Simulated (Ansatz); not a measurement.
Input for Ansatz (a quantum-chemistry and plane-wave program): R-PBE/def2-TZVPPD on C4H8O (a complex), monomers drawn apart or pushed together. Files ending in .json are basis or fitting sets from the Basis Set Exchange.

Ansatz 0.2 input:
```yaml
crystal:
  periodic: [false, false, false]
  atoms:
    - {symbol: O, position_ang: [0.01108668, -0.48708049, -0.14963057]}
    - {symbol: H, position_ang: [-0.72461800, -0.57597182, 0.46702976]}
    - {symbol: H, position_ang: [0.73591533, -0.17960363, 0.40665172]}
    - {symbol: C, position_ang: [-1.69789191, -0.58629444, 3.52521877]}
    - {symbol: C, position_ang: [-0.73600761, 0.32992940, 3.39511482]}
    - {symbol: C, position_ang: [0.68442110, 0.03284611, 3.46571087]}
    - {symbol: C, position_ang: [1.64690038, 0.93791922, 3.27577115]}
    - {symbol: H, position_ang: [-1.46222273, -1.62846056, 3.70720715]}
    - {symbol: H, position_ang: [-2.74499686, -0.32320162, 3.46144635]}
    - {symbol: H, position_ang: [-1.00428669, 1.36656084, 3.21201379]}
    - {symbol: H, position_ang: [0.95244463, -0.99888058, 3.67501162]}
    - {symbol: H, position_ang: [2.69409936, 0.67368212, 3.33289503]}
    - {symbol: H, position_ang: [1.41146061, 1.97454686, 3.06424434]}
basis:
  gaussian:
    orbitals: def2-TZVPPD.json
hamiltonian:
  xc: {name: PBE}
scf: {lower_state_search: off}
```

**Question.** Predict the final total energy.

**Answer.** -232.2184 hartree.

**Question.** How many basis functions does it have, and what does it roughly cost on one machine?

**Answer.** 324 functions; around 6 core-seconds (rough).
